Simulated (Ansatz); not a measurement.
Cost and result for the atomization energy of CH₇BOSi, SMILES `BCO[SiH3]` (11 atoms, 10 bonds).

```xyz
11

B     0.079    1.141   -1.824
C     0.269    0.606   -0.385
O    -0.430   -0.586   -0.082
Si   -0.343   -1.288    1.402
H     0.654    2.149   -2.118
H    -0.610    0.582   -2.623
H     1.356    0.484   -0.218
H    -0.012    1.420    0.311
H    -1.194   -2.499    1.349
H    -0.832   -0.355    2.457
H     1.063   -1.655    1.732
```

The species carries charge 0 and has multiplicity 1. Geometry: relaxed with PBE0-D4/def2-TZVP. It is one conformer, not always the lowest. Program: Ansatz. All runs use 2 threads of an Intel Xeon Platinum 8488C on a shared host. Times are those of one run each, without the atoms' runs, and a repeat can differ threefold. Electronic energies, without spin–orbit coupling; frozen cores. CCSD(T)/CBS adds CCSD(T) − MP2 in def2-TZVPP to the MP2 limit, and its time is that of the two runs behind it. T1 = 0.011.

CCSD(T)/CBS is a level of theory with its own doubt, some kJ/mol a heavy atom from the limit and from the frozen cores, so smaller differences don't rank the functionals.

```csv
level,functions,wall time
LDA (SPW92)/def2-TZVPP,233,1.7 s
revPBE-D4/def2-TZVPP,233,2 s
CCSD(T)/def2-SVP,95,3.4 s
CAM-B3LYP-D4/def2-TZVPP,233,3.5 s
r2SCANh-D4/def2-TZVPP,233,4 s
r2SCAN-D4/def2-TZVPP (with forces),233,4.2 s
PBE-QIDH/def2-TZVPP,233,5.5 s
B2PLYP/def2-TZVPP,233,6.5 s
ωB97X-V/def2-TZVPP,233,7.5 s
ωB97M-V/def2-TZVPP (with forces),233,11 s
MP2/def2-QZVPP,451,21 s
CCSD(T)/def2-TZVPP,233,3.7 min
CCSD(T)/CBS(def2),–,4 min
```

Task: What atomization energy does each give, and how far from CCSD(T)/CBS? (Estimate.)

Result: Computed: 
| level | atomization (kcal/mol) | difference from CCSD(T)/CBS | per bond |
| --- | --- | --- | --- |
| LDA (SPW92)/def2-TZVPP | 1027.0 | 114.1 | 11.4 |
| revPBE-D4/def2-TZVPP | 899.7 | -13.2 | -1.3 |
| CCSD(T)/def2-SVP | 862.9 | -50.0 | -5.0 |
| CAM-B3LYP-D4/def2-TZVPP | 921.3 | 8.4 | 0.8 |
| r2SCANh-D4/def2-TZVPP | 911.5 | -1.4 | -0.1 |
| r2SCAN-D4/def2-TZVPP (with forces) | 915.7 | 2.8 | 0.3 |
| PBE-QIDH/def2-TZVPP | 905.8 | -7.1 | -0.7 |
| B2PLYP/def2-TZVPP | 905.9 | -7.0 | -0.7 |
| ωB97X-V/def2-TZVPP | 917.9 | 5.0 | 0.5 |
| ωB97M-V/def2-TZVPP (with forces) | 917.2 | 4.3 | 0.4 |
| MP2/def2-QZVPP | 912.3 | -0.6 | -0.1 |
| CCSD(T)/def2-TZVPP | 891.5 | -21.4 | -2.1 |
| CCSD(T)/CBS(def2) | 912.9 | 0.0 | 0.0 |

Leaving LDA and LC-ωPBE aside and taking each functional with its dispersion term where it has one, the values, not all of them listed here, spread over 23.0 kcal/mol, from BHLYP-D4 to CAM-B3LYP-D4. LDA lies +112.9 kcal/mol from PBE without D4, its usual overbinding. In def2-TZVPP, CCSD(T) changes the Hartree–Fock value by +197.7 kcal/mol (the triples alone add +9.3 kcal/mol) and MP2 by +205.8 kcal/mol; breaking electron pairs costs correlation energy, which Hartree–Fock lacks. The D4 term adds +6.8 kcal/mol with B3LYP and +3.6 kcal/mol with PBE0; it sums over pairs of atoms, weighted by their polarisabilities, and B3LYP, whose exchange is more repulsive, gets the larger term.

B3LYP here is the variant with VWN-RPA as its local correlation; programs differ in this.
